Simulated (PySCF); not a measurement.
PySCF input for C2H10GeSi, SMILES C[SiH](C)[GeH3], TDA-CAM-B3LYP/def2-SVPD. Coordinates come from a PBE0-D3(BJ)/def2-SVP optimisation. This is a generated structure with no PubChem entry under its InChIKey; it may be hypothetical.

```python
import numpy as np
from pyscf import gto, scf, dft, tdscf

mol = gto.M(
    atom='''
    Si   -0.99887025    0.43107781   -0.00000000
    C    -1.79597839   -0.28053019    1.55212701
    C    -1.79597838   -0.28053019   -1.55212701
    Ge    1.33796289   -0.04711114    0.00000000
    H    -1.15904284    1.92223395    0.00000000
    H    -1.67029198   -1.37387343    1.58950343
    H    -1.34612756    0.14549245    2.46180197
    H    -2.87516344   -0.06014560    1.56993019
    H    -1.34612754    0.14549245   -2.46180197
    H    -1.67029197   -1.37387344   -1.58950345
    H    -2.87516344   -0.06014560   -1.56993020
    H     1.58392994   -1.57202013    0.00000000
    H     2.03969523    0.53283439    1.24565133
    H     2.03969523    0.53283439   -1.24565131
    ''',
    basis='def2-SVPD',
    charge=0,
    spin=0,
    symmetry=True,
    max_memory=1600,
    verbose=4,
)
mf = dft.RKS(mol, xc='cam-b3lyp').density_fit(auxbasis='def2-universal-jkfit')
mf.grids.level = 3
mf.conv_tol = 1e-9
mf.max_cycle = 100
mf.kernel()
mf.grids = dft.Grids(mol).set(level=1).build(with_non0tab=True)  # coarser grid for the response kernel
td = tdscf.TDA(mf)
td.singlet = True
td.nstates = 10
td.conv_tol = 1e-4
td.positive_eig_threshold = 1e-6
td.kernel(x0=td.get_init_guess(mf, 15))
td.analyze()
tt = tdscf.TDA(mf)
tt.singlet = False
tt.nstates = 4
tt.conv_tol = 1e-4
tt.positive_eig_threshold = 1e-6
tt.kernel(x0=tt.get_init_guess(mf, 9))
tt.analyze(verbose=3)
```

Program output:

```
PySCF version 2.14.0

[INPUT] verbose = 4
[INPUT] num. atoms = 14
[INPUT] num. electrons = 68
[INPUT] charge = 0
[INPUT] spin (= nelec alpha-beta = 2S) = 0
[INPUT] symmetry True subgroup None
[INPUT] Mole.unit = angstrom
[INPUT] Symbol           X                Y                Z      unit          X                Y                Z       unit  Magmom
[INPUT]  1 Si    -0.998870250000   0.431077810000   0.000000000000 AA   -1.887591206476   0.814618999277   0.000000000000 Bohr   0.0
[INPUT]  2 C     -1.795978390000  -0.280530190000   1.552127010000 AA   -3.393907282737  -0.530125228772   2.933094959440 Bohr   0.0
[INPUT]  3 C     -1.795978380000  -0.280530190000  -1.552127010000 AA   -3.393907263840  -0.530125228772  -2.933094959440 Bohr   0.0
[INPUT]  4 Ge     1.337962890000  -0.047111140000   0.000000000000 AA    2.528383426932  -0.089027152016   0.000000000000 Bohr   0.0
[INPUT]  5 H     -1.159042840000   1.922233950000   0.000000000000 AA   -2.190273534238   3.632495712841   0.000000000000 Bohr   0.0
[INPUT]  6 H     -1.670291980000  -1.373873430000   1.589503430000 AA   -3.156394390258  -2.596244512517   3.003726156757 Bohr   0.0
[INPUT]  7 H     -1.346127560000   0.145492450000   2.461801970000 AA   -2.543812417129   0.274940883692   4.652131496215 Bohr   0.0
[INPUT]  8 H     -2.875163440000  -0.060145600000   1.569930190000 AA   -5.433271464962  -0.113658711598   2.966738093786 Bohr   0.0
[INPUT]  9 H     -1.346127540000   0.145492450000  -2.461801970000 AA   -2.543812379335   0.274940883692  -4.652131496215 Bohr   0.0
[INPUT] 10 H     -1.670291970000  -1.373873440000  -1.589503450000 AA   -3.156394371360  -2.596244531414  -3.003726194551 Bohr   0.0
[INPUT] 11 H     -2.875163440000  -0.060145600000  -1.569930200000 AA   -5.433271464962  -0.113658711598  -2.966738112684 Bohr   0.0
[INPUT] 12 H      1.583929940000  -1.572020130000   0.000000000000 AA    2.993193787099  -2.970687508003   0.000000000000 Bohr   0.0
[INPUT] 13 H      2.039695230000   0.532834390000   1.245651330000 AA    3.854465362282   1.006911066850   2.353939860400 Bohr   0.0
[INPUT] 14 H      2.039695230000   0.532834390000  -1.245651310000 AA    3.854465362282   1.006911066850  -2.353939822606 Bohr   0.0

nuclear repulsion = 341.199934239803
point group symmetry = Cs
symmetry origin: [-2.77900787e-10  2.77900905e-10 -2.77900892e-10]
symmetry axis x: [ 1.00000000e+00 -2.61283246e-10 -5.89922139e-10]
symmetry axis y: [-2.61283246e-10 -1.00000000e+00  1.36781455e-09]
symmetry axis z: [-5.8992214e-10 -1.3678144e-09 -1.0000000e+00]
num. orbitals of irrep A' = 107
num. orbitals of irrep A" = 75
number of shells = 80
number of NR pGTOs = 282
number of NR cGTOs = 182
basis = def2-SVPD
ecp = {}


[settings echo left out]
init E= -2447.64926375724
HOMO (A') = -0.293689126058094  LUMO (A') = 0.0030282948621605  gap/eV = 8.07409
cycle= 1 E= -2448.36494506349  delta_E= -0.716  |g|= 0.462  |ddm|= 4.17
HOMO (A') = -0.331638946500046  LUMO (A') = 0.034174414321043  gap/eV = 9.95429
cycle= 2 E= -2448.37329344088  delta_E= -0.00835  |g|= 0.433  |ddm|= 0.738
HOMO (A') = -0.328038071293853  LUMO (A') = 0.0352361030185993  gap/eV = 9.88519
cycle= 3 E= -2448.40150173903  delta_E= -0.0282  |g|= 0.0223  |ddm|= 0.416
HOMO (A') = -0.328879454011435  LUMO (A') = 0.0354552869247686  gap/eV = 9.91405
cycle= 4 E= -2448.40162006569  delta_E= -0.000118  |g|= 0.00991  |ddm|= 0.0657
HOMO (A') = -0.329219048623233  LUMO (A') = 0.0355543979238049  gap/eV = 9.92599
cycle= 5 E= -2448.40164114586  delta_E= -2.11e-05  |g|= 0.00175  |ddm|= 0.018
HOMO (A') = -0.329258095520311  LUMO (A') = 0.0355326014872417  gap/eV = 9.92646
cycle= 6 E= -2448.40164198388  delta_E= -8.38e-07  |g|= 0.000481  |ddm|= 0.00365
HOMO (A') = -0.329220512552856  LUMO (A') = 0.0355455554318413  gap/eV = 9.92579
cycle= 7 E= -2448.40164205747  delta_E= -7.36e-08  |g|= 8.59e-05  |ddm|= 0.000977
HOMO (A') = -0.32924516501166  LUMO (A') = 0.0355408951950085  gap/eV = 9.92633
cycle= 8 E= -2448.40164206072  delta_E= -3.25e-09  |g|= 2.25e-05  |ddm|= 0.000251
HOMO (A') = -0.329240233747781  LUMO (A') = 0.0355418715751226  gap/eV = 9.92623
cycle= 9 E= -2448.40164206094  delta_E= -2.2e-10  |g|= 4.59e-06  |ddm|= 6.18e-05
HOMO (A') = -0.329241716453905  LUMO (A') = 0.0355416080008712  gap/eV = 9.92626
Extra cycle  E= -2448.40164206095  delta_E= -4.09e-12  |g|= 2.41e-06  |ddm|= 1.72e-05
converged SCF energy = -2448.40164206095
tot grids = 48912
Overwritten attributes  positive_eig_threshold  of <class 'pyscf.tdscf.rks.TDA'>


******** <class 'pyscf.tdscf.rks.TDA'> for <class 'pyscf.df.df_jk.DFSymAdaptedRKS'> ********
nstates = 10 singlet
deg_eia_thresh = 1.000e-03
wfnsym = None
conv_tol = 0.0001
eigh lindep = 1e-12
eigh level_shift = 0
eigh max_cycle = 100


Excitation energies (eV)
[7.12140102 7.29599948 7.35274857 7.90511049 8.12484061 8.27015514
 8.41276246 8.52826734 8.53449525 8.58544914]

** Singlet excitation energies and oscillator strengths **
Excited State   1:   A'      7.12140 eV    174.10 nm  f=0.0414
      34 -> 35        0.67043
      34 -> 36       -0.12249
      34 -> 39        0.13550
Excited State   2:   A"      7.29600 eV    169.93 nm  f=0.0392
      34 -> 37       -0.66071
      34 -> 40        0.10508
      34 -> 43        0.13377
Excited State   3:   A'      7.35275 eV    168.62 nm  f=0.1320
      34 -> 35       -0.15554
      34 -> 36       -0.58171
      34 -> 38        0.30910
      34 -> 39        0.12427
Excited State   4:   A'      7.90511 eV    156.84 nm  f=0.3603
      34 -> 36        0.32931
      34 -> 38        0.58292
      34 -> 39        0.10987
Excited State   5:   A"      8.12484 eV    152.60 nm  f=0.0021
      33 -> 35       -0.10128
      34 -> 40       -0.66344
      34 -> 43        0.13246
Excited State   6:   A"      8.27016 eV    149.92 nm  f=0.0857
      31 -> 35        0.12682
      33 -> 35       -0.50644
      33 -> 36        0.40472
      34 -> 40        0.10617
      34 -> 43       -0.12245
Excited State   7:   A'      8.41276 eV    147.38 nm  f=0.1278
      30 -> 36        0.10348
      32 -> 35        0.41750
      32 -> 36       -0.30569
      33 -> 37       -0.18202
      34 -> 38       -0.11443
      34 -> 39        0.34789
Excited State   8:   A'      8.52827 eV    145.38 nm  f=0.0622
      32 -> 35       -0.20777
      32 -> 36       -0.12178
      33 -> 37       -0.19380
      34 -> 39       -0.10604
      34 -> 41       -0.46089
      34 -> 42        0.34788
Excited State   9:   A'      8.53450 eV    145.27 nm  f=0.0345
      30 -> 35       -0.15291
      32 -> 35       -0.40039
      32 -> 39       -0.10050
      33 -> 37       -0.16660
      34 -> 38       -0.13360
      34 -> 39        0.44007
      34 -> 41        0.10013
Excited State  10:   A"      8.58545 eV    144.41 nm  f=0.0131
      30 -> 40       -0.12145
      31 -> 35        0.22390
      32 -> 37        0.59095
      32 -> 43       -0.12405
      33 -> 39        0.12096

** Transition electric dipole moments (AU) **
state          X           Y           Z        Dip. S.      Osc.
  1        -0.4268     -0.2343      0.0000      0.2371      0.0414
  2        -0.0000      0.0000      0.4680      0.2190      0.0392
  3         0.7398     -0.4305      0.0000      0.7327      0.1320
  4        -1.3384      0.2630     -0.0000      1.8606      0.3603
  5        -0.0000      0.0000      0.1015      0.0103      0.0021
  6        -0.0000     -0.0000      0.6503      0.4229      0.0857
  7         0.7775     -0.1258     -0.0000      0.6203      0.1278
  8        -0.4840     -0.2518      0.0000      0.2977      0.0622
  9         0.3111     -0.2608      0.0000      0.1648      0.0345
 10        -0.0000     -0.0000      0.2493      0.0621      0.0131

** Transition velocity dipole moments (imaginary part, AU) **
state          X           Y           Z        Dip. S.      Osc.
  1        -0.1205     -0.0118      0.0000      0.0147      0.0374
  2        -0.0000      0.0000      0.0510      0.0026      0.0065
  3         0.1814     -0.0352      0.0000      0.0341      0.0842
  4        -0.3191      0.0773     -0.0000      0.1078      0.2473
  5        -0.0000      0.0000      0.0371      0.0014      0.0031
  6         0.0000     -0.0000      0.1796      0.0322      0.0707
  7         0.2152     -0.0132      0.0000      0.0465      0.1002
  8        -0.1173     -0.0691      0.0000      0.0185      0.0394
  9         0.0874     -0.0827      0.0000      0.0145      0.0308
 10         0.0000     -0.0000      0.0599      0.0036      0.0076

** Transition magnetic dipole moments (imaginary part, AU) **
state          X           Y           Z
  1         0.0000     -0.0000      0.1946
  2         0.0447      0.1932     -0.0000
  3        -0.0000      0.0000      0.3197
  4         0.0000      0.0000     -0.5831
  5         0.2256      0.5032      0.0000
  6         0.0597     -0.5002     -0.0000
  7         0.0000     -0.0000      0.1683
  8         0.0000     -0.0000      0.8838
  9        -0.0000     -0.0000      0.2859
 10        -0.3389     -0.6948     -0.0000


******** <class 'pyscf.tdscf.rks.TDA'> for <class 'pyscf.df.df_jk.DFSymAdaptedRKS'> ********
nstates = 4 triplet
deg_eia_thresh = 1.000e-03
wfnsym = None
conv_tol = 0.0001
eigh lindep = 1e-12
eigh level_shift = 0
eigh max_cycle = 100


Excitation energies (eV)
[6.46528421 6.53877108 6.79265152 7.10945402]

** Triplet excitation energies and oscillator strengths **
Excited State   1:   A'      6.46528 eV    191.77 nm  f=0.0000
Excited State   2:   A"      6.53877 eV    189.61 nm  f=0.0000
Excited State   3:   A'      6.79265 eV    182.53 nm  f=0.0000
Excited State   4:   A'      7.10945 eV    174.39 nm  f=0.0000
```

Self-consistency was reached.

Cost: very roughly 6 core-minutes.
